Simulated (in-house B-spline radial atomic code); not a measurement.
Successive ionisation energies of bismuth; each step leads to the configuration of the next row (after the last: [Ar] 3d10 4s2 4p1/2(1)). Dirac energy differences include first-order Breit, QED and recoil terms. NIST's values go from ground level to ground level; the uncertainty of those that are theory runs from under 0.1 % in few-electron ions to several per cent in heavy many-electron ones. Computed with an all-electron radial atomic-structure program (B-spline basis): Dirac-Hartree-Fock, jj configuration that fills j = l - 1/2 first, finite nuclei.

A number in brackets counts the electrons of a j subshell.

```json
{"ion": "Bi46+", "configuration": "[Kr] 4d3/2(1)", "ionisation energy (eV)": "2385.2", "tabulated value (eV)": "2385", "tabulated kind": "tabulated theory", "computed minus tabulated (eV)": "0", "highest orbital": "4d3/2", "largest mean radius (bohr)": "0.36079"}
{"ion": "Bi47+", "configuration": "[Ar] 3d10 4s2 4p6", "ionisation energy (eV)": "?", "tabulated value (eV)": "?", "tabulated kind": "tabulated theory", "computed minus tabulated (eV)": "?", "highest orbital": "?", "largest mean radius (bohr)": "?"}
{"ion": "Bi48+", "configuration": "[Ar] 3d10 4s2 4p1/2(2) 4p3/2(3)", "ionisation energy (eV)": "2704.8", "tabulated value (eV)": "2703", "tabulated kind": "tabulated theory", "computed minus tabulated (eV)": "2", "highest orbital": "4p3/2", "largest mean radius (bohr)": "0.35704"}
{"ion": "Bi49+", "configuration": "[Ar] 3d10 4s2 4p1/2(2) 4p3/2(2)", "ionisation energy (eV)": "2769.8", "tabulated value (eV)": "2771", "tabulated kind": "tabulated theory", "computed minus tabulated (eV)": "-1", "highest orbital": "4p3/2", "largest mean radius (bohr)": "0.35534"}
{"ion": "Bi50+", "configuration": "[Ar] 3d10 4s2 4p1/2(2) 4p3/2(1)", "ionisation energy (eV)": "?", "tabulated value (eV)": "?", "tabulated kind": "tabulated theory", "computed minus tabulated (eV)": "?", "highest orbital": "?", "largest mean radius (bohr)": "?"}
{"ion": "Bi51+", "configuration": "[Ar] 3d10 4s2 4p1/2(2)", "ionisation energy (eV)": "3077.8", "tabulated value (eV)": "3078", "tabulated kind": "tabulated theory", "computed minus tabulated (eV)": "0", "highest orbital": "4p1/2", "largest mean radius (bohr)": "0.33534"}
```

Problem. Fill in the row of Bi47+.

Solution. ionisation energy (eV): 2640.3; tabulated value (eV): 2641; computed minus tabulated (eV): -1; highest orbital: 4p3/2; largest mean radius (bohr): 0.35896.

Problem. Fill in the row of Bi50+.

Solution. ionisation energy (eV): 2835.2; tabulated value (eV): 2835; computed minus tabulated (eV): 0; highest orbital: 4p3/2; largest mean radius (bohr): 0.35365.
